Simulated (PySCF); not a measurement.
Mg(Br)(OH) (BrHMgO), SMILES [OH][Mg][Br].

Geometry optimised at B3LYP-D3(BJ)/def2-TZVP. One conformer was computed; it need not be the lowest.

Level of theory: TDA-CAM-B3LYP/def2-SVPD (PySCF 2.14.0).

Vertical excitations.  State labels are in the subgroup Cs.

Computed lowest excited states:
```tsv
state	symmetry	energy (eV)	λ (nm)	f	main pairs
S1	A"	5.55	223	0.005	HOMO→LUMO 82 %, HOMO−2→LUMO 13 %
S2	A'	5.57	222	0.011	HOMO−1→LUMO 86 %
S3	A"	5.85	212	0.103	HOMO−2→LUMO 82 %, HOMO→LUMO 13 %
S4	A'	5.89	211	0.101	HOMO−3→LUMO 86 %
S5	A'	7.01	177	0.073	HOMO−4→LUMO 73 %
S6	A"	7.19	172	0.000	HOMO→LUMO+1 74 %
S7	A'	7.21	172	0.000	HOMO→LUMO+2 41 %, HOMO−1→LUMO+1 40 %
S8	A"	7.22	172	0.000	HOMO−1→LUMO+2 76 %, HOMO−1→LUMO+6 11 %
S9	A"	7.41	167	0.000	HOMO−2→LUMO+1 70 %, HOMO−3→LUMO+2 12 %
S10	A'	7.46	166	0.000	HOMO−3→LUMO+1 42 %, HOMO−2→LUMO+2 41 %
T1	A"	5.31	233	0	HOMO→LUMO 76 %, HOMO−2→LUMO 17 %
T2	A'	5.32	233	0	HOMO−1→LUMO 81 %, HOMO−3→LUMO 13 %
T3	A"	5.49	226	0	HOMO−2→LUMO 75 %, HOMO→LUMO 17 %
T4	A'	5.50	225	0	HOMO−3→LUMO 80 %, HOMO−1→LUMO 13 %
```
Triplets are in the Tamm–Dancoff approximation.
